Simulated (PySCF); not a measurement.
**Orbital picture of InCl⁺**

PBE0 at R = 2.321 Å; PySCF, scalar-relativistic core potentials, basis sets In cc-pVTZ-PP with ECP28, Cl cc-pV(T+d)Z. State: quartet, unpaired electrons σ ↑, π ↑↑, a mixture of terms (⟨Lz²⟩ = 2.0), a second solution, started from another occupation. Only the outer orbitals are listed, counted within each symmetry, core potentials removing the inner ones.

```
spin  orbital  occ.  ε (eV)  on In (%)           main shells (%)
   α       8σ     1  -19.71         30          68 Cl p, 24 In s
   α       4π     1  -19.42          2                   97 Cl p
   α       4π     1  -17.82          3                   97 Cl p
   α       9σ     1  -14.87         82  73 In s, 17 Cl p, 8 In p
   α       5π     1   -9.74         97                   98 In p
   α       5π     0   -7.77         97                   98 In p
   α      10σ     0   -5.90         98                   92 In p
   α      11σ     0   -3.44         92  83 In s, 10 In p, 9 Cl d
   β       8σ     1  -18.53         26          72 Cl p, 17 In s
   β       4π     1  -17.28          3                   97 Cl p
   β       4π     0  -13.72          4                   96 Cl p
   β       9σ     0  -11.16         87          82 In s, 12 Cl p
   β       5π     0   -6.56         97                   97 In p
```

Q: Which are the highest filled and the lowest empty level, where do they sit, and how wide is the gap?

A: Highest filled α 5π at -9.74 eV (in %: 98 In p); lowest empty β 4π at -13.72 eV (in %: 96 Cl p); the gap at PBE0 is -3.98 eV.

- bond order (Mayer): 0.76
- ⟨S²⟩: 3.756
- charge on In (Mulliken, basis-dependent): 0.56
- charge on In (Löwdin, basis-dependent): 0.30
- dipole moment (positive dipole points towards Cl; it is taken about the centre of mass and depends on that origin): 1.77 D

Spin–orbit coupling is left out. Counting both spins, an empty level lies below a filled one in this solution, because spin and occupation are held.
